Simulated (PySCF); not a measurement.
# How methods differ on the excitation energy of Al

Al [Ne] 3s2 3p1 (2P) → Al [Ne] 3s1 3p1 4s1 (4P), as a difference of total energies. All numbers are calculated (PySCF 2.14, the spin-free X2C one-electron Hamiltonian (Gaussian nucleus), in aug-cc-pVQZ-DK (7s6p4d3f2g, 84 functions)). Correlated levels: valence: [Ne] frozen. The calculations carry no spin-orbit coupling.

| method | excitation energy (eV) |
| --- | --- |
| UHF | 6.384 |
| LDA | 7.584 |
| PBE | 7.489 |
| PBE0 | 7.435 |
| r2SCAN | 7.318 |
| BP86 | 7.541 |
| r2SCANh | 7.328 |
| B2PLYP | 7.635 |
| CAM-B3LYP | 7.800 |
| MP2 (valence) | 7.248 |
| SCS-MP2 (valence) | 7.508 |

Q: How much does correlation contribute at MP2 (valence)?

A: 7.248 − (6.384) = 0.864 eV, measured against UHF.

The upper state lies above the first ionisation limit, but in LS coupling its spin forbids autoionisation to the ground ion. A Rydberg-like electron needs more diffuse functions than a valence basis has.

The promoted electron is Rydberg-like, and one or two diffuse shells describe it only roughly, which tends to raise the upper state.
